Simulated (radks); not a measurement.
Results of a calculation; reference values are marked as such.
Problem. These are the eigenvalues of the occupied orbitals of an atom or ion with whole-number occupations (eV). Level of theory: Dirac Kohn-Sham, PBE, spin-unpolarised, spherical densities, point nucleus (a radial shooting solver on a logarithmic mesh with Libxc functionals).

1s1/2: -51783.38
2s1/2: -12125.08
2p1/2: -11872.38
2p3/2: -11212.48

Which element is it, and in what charge state? The configuration may be excited. Open shells, if any, are shared by 2j + 1.

Solution. Z = 62, samarium, charge +55: Sm55+ in [He] 2s2 2p3. The list shows which subshells hold electrons but not how many an open one holds; the 1s level, -1903 hartree, gives Z - s = 61.7 by -(Z - s)^2/2, which with screening and relativity narrows Z to a few neighbours, and the depths of the outer levels then fix element, charge and occupations together.
